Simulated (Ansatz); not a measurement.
Reaction (ligand exchange at the Si–C bond): `CC(C)(C)C[Si](C)(F)F` + `[OH][AlH2]` → `C[Si](F)(F)[O][AlH2]` + `CC(C)(C)C`

Isolated molecules relaxed with PBE0-D4/def2-TZVP in Ansatz; ΔE leaves out vibrations. CBS: MP2 limit from def2 TZ/QZ plus the TZ coupled-cluster correction, frozen cores. This one scheme is used for every species. DFT in def2-TZVPP. B3LYP here is the variant with VWN-RPA as its local correlation; programs differ in this. Each species was taken in one conformer, which may not be the lowest.

Q: Is it downhill or uphill in electronic energy at CCSD(T)/CBS, and by how much? (Best estimate.)

A: The calculation gave: Downhill: ΔE = -149.9 kJ/mol.

Q: What do these levels give: r2SCAN-D4, ωB97M-V, B2PLYP, B3LYP, CCSD/def2-TZVPP, CCSD/CBS(def2)? (Estimate.)

A: The calculation gave: r2SCAN-D4 -148.5, ωB97M-V -145.5, B2PLYP -157.4, B3LYP -159.7, CCSD/def2-TZVPP -155.9, CCSD/CBS(def2) -155.4 kJ/mol.

Largest T1 diagnostic among the species: 0.012.

In def2-TZVPP, CCSD(T) changes the Hartree–Fock value by +35.8 kJ/mol (the triples alone add +5.5 kJ/mol) and MP2 by +36.2 kJ/mol. From PBE to PBE0 (25 % exact exchange), in def2-TZVPP and without D4, ΔE moves by −8.6 kJ/mol. The D4 term adds +10.7 kJ/mol with B3LYP and +6.6 kJ/mol with PBE0; it sums over pairs of atoms, weighted by their polarisabilities, and B3LYP, whose exchange is more repulsive, gets the larger term.
